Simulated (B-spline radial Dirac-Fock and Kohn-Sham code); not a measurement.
**X-ray form factors of thulium in several charge states**

Model: relativistic Hartree-Fock (Dirac-Fock) wave functions, averaged over the configuration. Program: a radial finite-basis atomic code.

Configurations: Tm⁹⁺ [Kr] 4d10 4f11 5s2 5p1; Tm¹¹⁺ [Kr] 4d10 4f10 5s2; Tm¹²⁺ [Kr] 4d10 4f9 5s2; Tm¹³⁺ [Kr] 4d10 4f9 5s1. The first column is f₀ of Tm⁹⁺, the others are differences from it.

```
s (Å⁻¹)    Tm⁹⁺  Δ Tm¹¹⁺  Δ Tm¹²⁺  Δ Tm¹³⁺
      0  60.000   -2.000   -3.000   -4.000
   0.05  59.679   -1.945   -2.928   -3.902
    0.1  58.738   -1.789   -2.721   -3.621
   0.15  57.244   -1.553   -2.408   -3.193
    0.2  55.293   -1.269   -2.026   -2.669
   0.25  53.002   -0.971   -1.619   -2.108
    0.3  50.489   -0.689   -1.225   -1.560
   0.35  47.863   -0.445   -0.873   -1.069
    0.4  45.214   -0.251   -0.580   -0.659
   0.45  42.613   -0.109   -0.351   -0.342
    0.5  40.109   -0.015   -0.185   -0.115
    0.6  35.503   +0.064   -0.001   +0.115
    0.7  31.504   +0.063   +0.060   +0.156
    0.8  28.112   +0.040   +0.068   +0.116
    0.9  25.281   +0.020   +0.060   +0.064
      1  22.951   +0.009   +0.050   +0.025
    1.1  21.053   +0.005   +0.041   +0.004
    1.2  19.513   +0.005   +0.034   -0.002
    1.4  17.215   +0.007   +0.022   +0.005
    1.6  15.540   +0.008   +0.015   +0.015
```

Values without a named source are computed, but for edge energies of neutral atoms, which are taken from tables.
